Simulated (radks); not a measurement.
The numbers below are computed, except where a source is named.
All-electron atom: Yb19+ in [Kr] 4d10 4f5. Level of theory: scalar-relativistic Kohn-Sham, r2SCAN, spin-polarised, spherical densities, finite nucleus; open shells are filled with parallel spins first (spin-orbit coupling, left out, can overturn this in heavy ions); meta-GGA in the generalised Kohn-Sham scheme; Fermi nuclear charge, rms radius 5.3108 fm (a radial shooting solver on a logarithmic mesh with Libxc functionals).

Unscreened Slater integrals over Kohn-Sham orbitals (cm^-1). They are taken over the spin-up orbitals.

integral    value
F0(4f,4f)  375180
F2(4f,4f)  193580
F4(4f,4f)  125020
F6(4f,4f)   91044
F0(4f,4d)  375440
F2(4f,4d)  188970
F4(4f,4d)  123140
G1(4f,4d)  212870
G3(4f,4d)  140210
G5(4f,4d)  101080
F0(4f,4p)  383120
F2(4f,4p)  195660
G2(4f,4p)  168330
G4(4f,4p)  119410
F0(4f,4s)  392070
G3(4f,4s)  144020
F0(4d,4d)  380010
F2(4d,4d)  194870
F4(4d,4d)  131660
F0(4d,4p)  387300
F2(4d,4p)  200130
G1(4d,4p)  252670
G3(4d,4p)  159940
F0(4d,4s)  395820
G2(4d,4s)  198670
F0(4p,4p)  395660
F2(4p,4p)  207880
F0(4p,4s)  404650
G1(4p,4s)  275180
F0(4s,4s)  414530

Derived for the open shells (J is the average intra-shell exchange parameter used in DFT+U). 4f: F4/F2 = 0.646, F6/F2 = 0.470, J = (286 F2 + 195 F4 + 250 F6)/6435 = 15930 cm^-1.
